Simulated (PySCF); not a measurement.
FIn, neutral, multiplicity 1. Atoms are numbered in the order given.

```xyz
2

In     0.0000     0.0000    -0.3093
F      0.0000     0.0000     1.6840
```

Geometry: r2SCAN-D4/def2-TZVP. The def2 effective core potentials stand for the cores of In; spin–orbit coupling is left out.

All values below come from PySCF with r2SCAN/def2-TZVPD.

Computed frontier levels, gap, dipole moment and polarisability:
The highest occupied level is -6.79 eV and the lowest empty level is -2.04 eV. The orbital gap comes out as 4.75 eV and the dipole moment is 0.649 e·Å. The quadrupole, principal values (traceless, Buckingham form, about the centre of nuclear charge) is -9.73, 4.86, 4.86 D·Å and the mean static polarisability comes out as 41.0 bohr³ (6.07 Å³). The polarisability, principal values is 39.2, 39.2, 44.5 bohr³.
